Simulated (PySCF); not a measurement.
## Hf(NH2)4: from a saddle point downhill

PySCF 2.14.0, RKS BP86, Hf def2-SVP with ECP60, N def2-SVP, H def2-SVP; non-relativistic Hamiltonian with scalar-relativistic core potentials where named; density fitting; no spin-orbit coupling. Relaxed within the symmetry of its start, the geometry (D2d) is

```xyz
13

Hf    0.0000    0.0000    0.0000
N     1.0585    1.2556    1.2556
H     1.4910    0.9766    2.1461
H     1.4910    2.1461    0.9766
N    -1.0585   -1.2556    1.2556
H    -1.4910   -0.9766    2.1461
H    -1.4910   -2.1461    0.9766
N     1.0585   -1.2556   -1.2556
H     1.4910   -2.1461   -0.9766
H     1.4910   -0.9766   -2.1461
N    -1.0585    1.2556   -1.2556
H    -1.4910    2.1461   -0.9766
H    -1.4910    0.9766   -2.1461
```

and its lowest harmonic modes are -256, -120, -120, 133, 148, 151 cm⁻¹ (negative: unstable). It was moved along the lowest mode and relaxed again, within the group S4 that the move left.

(1) Where does it end, and how much lower?

(2) How do the contacts change?

(3) Is the end a minimum?

State: singlet.

Results:

(1) In S4, 0.195 eV lower, after 20 steps:
```xyz
13

Hf    0.0000    0.0000    0.0000
N     1.2089    1.2300    1.1283
H     2.0681    0.9045    1.5917
H     1.1363    2.2421    1.2862
N    -1.2090   -1.1282    1.2300
H    -1.1362   -1.2864    2.2421
H    -2.0681   -1.5917    0.9045
N     1.2089   -1.2300   -1.1283
H     1.1363   -2.2421   -1.2862
H     2.0681   -0.9045   -1.5917
N    -1.2090    1.1282   -1.2300
H    -2.0681    1.5917   -0.9045
H    -1.1362    1.2864   -2.2421
```

(2) 
| contact | saddle (Å) | end (Å) |
| --- | --- | --- |
| Hf1–N2 (NH2) | 2.067 | 2.061 |
| Hf1–N5 (NH2) | 2.067 | 2.061 |
| Hf1–N8 (NH2) | 2.067 | 2.061 |
| Hf1–N11 (NH2) | 2.067 | 2.061 |


(3) Yes; lowest modes 103, 104, 131, 143, 149, 191 cm⁻¹.
